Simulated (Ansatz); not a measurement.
Start from `BC(C)C` and change one atom or group to get `C[CH](C)[SnH3]`.

Ansatz, PBE0-D4/def2-TZVP geometries, multiplicity 1. 

Elements past krypton have def2 core potentials.

| property | `BC(C)C` |
| --- | --- |
| size of the dipole moment (PBE/def2-TZVPP) / D | 0.75 |
| HOMO–LUMO gap (PBE/def2-TZVPP) / eV | 4.80 |
| HOMO energy (ωB97M-V/def2-TZVPP) / eV | -10.65 |
| zero-point energy (PBE0-D4/def2-TZVP) / kJ/mol | 296.4 |
| LUMO energy (PBE/def2-TZVPP) / eV | -2.21 |
| HOMO energy (PBE0/def2-TZVPP) / eV | -8.34 |

(1) Give the same properties after the change, and the shifts. (Best estimate.)

Answers

(1) The calculation gave: 
| property | `C[CH](C)[SnH3]` | shift |
| --- | --- | --- |
| size of the dipole moment (PBE/def2-TZVPP) / D | 1.08 | 0.33 |
| HOMO–LUMO gap (PBE/def2-TZVPP) / eV | 5.97 | 1.17 |
| HOMO energy (ωB97M-V/def2-TZVPP) / eV | -9.59 | 1.06 |
| zero-point energy (PBE0-D4/def2-TZVP) / kJ/mol | 296.7 | 0.3 |
| LUMO energy (PBE/def2-TZVPP) / eV | -0.38 | 1.83 |
| HOMO energy (PBE0/def2-TZVPP) / eV | -7.46 | 0.88 |

With PBE0 the HOMO rises by 0.88 eV and the LUMO rises by 1.55 eV, so the gap widens by about 0.67 eV. PBE moves the HOMO by 0.66 eV and ωB97M-V by 1.06 eV. The zero-point energy changes by 0.3 kJ/mol with +3 modes. Dipoles are sizes alone; their direction can turn.
